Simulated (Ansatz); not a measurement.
Reaction (ligand exchange at the Si–Cl bond): `C=C[SiH2]Cl` + H₂S → `C=C[SiH2]S` + HCl

Calculated with Ansatz (gas phase, PBE0-D4/def2-TZVP geometries, no zero-point term in ΔE). CCSD(T)/CBS adds triple-zeta CCSD(T) − MP2 to the extrapolated MP2 energy (def2 sets, frozen cores). This one scheme is used for every species. DFT in def2-TZVPP. HSE06 is defined as in plane-wave codes. One conformer a species, not always the lowest.

`C=C[SiH2]Cl`:

Z-matrix (Å, degrees):
```
Si
C 1 1.848
Cl 1 2.061 2 110.3
H 1 1.483 2 111.9 3 118.2
H 1 1.483 2 109.2 3 -118.9
C 2 1.330 1 121.7 3 118.7
H 2 1.088 1 119.5 3 -61.9
H 6 1.087 2 121.7 1 -1.0
H 6 1.086 2 122.2 1 179.1
```

H₂S:

```xyz
3

S     0.138    0.456   -0.397
H    -1.002    0.025    0.165
H     0.864   -0.481    0.232
```

`C=C[SiH2]S`:

```xyz
10

C    -0.433   -1.650    0.410
C    -0.518   -0.345    0.657
Si    0.742    0.859    0.023
S    -0.135    2.340   -1.250
H     0.387   -2.068   -0.167
H    -1.172   -2.358    0.773
H    -1.362    0.026    1.235
H     1.796    0.083   -0.682
H     1.345    1.666    1.114
H    -0.650    1.447   -2.112
```

HCl:

```xyz
2

Cl   -0.631    0.018    0.102
H     0.631   -0.018   -0.102
```

| level | ΔE (kJ/mol) | difference from CCSD(T)/CBS |
| --- | --- | --- |
| LDA (SPW92) | 31.8 | -6.2 |
| revPBE-D4 | 31.9 | -6.1 |
| r2SCAN-D4 | 37.2 | -0.8 |
| PBE0-D4 | 34.7 | -3.3 |
| r2SCAN0-D4 | 38.0 | 0.0 |
| HSE06-D4 | 34.7 | -3.3 |
| BHLYP-D4 | 41.8 | 3.8 |
| CAM-B3LYP-D4 | 41.0 | 3.0 |
| BHLYP | 44.2 | 6.2 |
| RPA@PBE/def2-TZVPP | 37.7 | -0.3 |
| CCSD(T)/CBS | 38.0 | 0 |

Largest T1 diagnostic among the species: 0.011.

From BLYP to BHLYP (50 % exact exchange), in def2-TZVPP and without D4, ΔE moves by +3.7 kJ/mol. Leaving LDA and LC-ωPBE aside and taking each functional with its dispersion term where it has one, the values spread over 9.9 kJ/mol, from revPBE-D4 to BHLYP-D4.
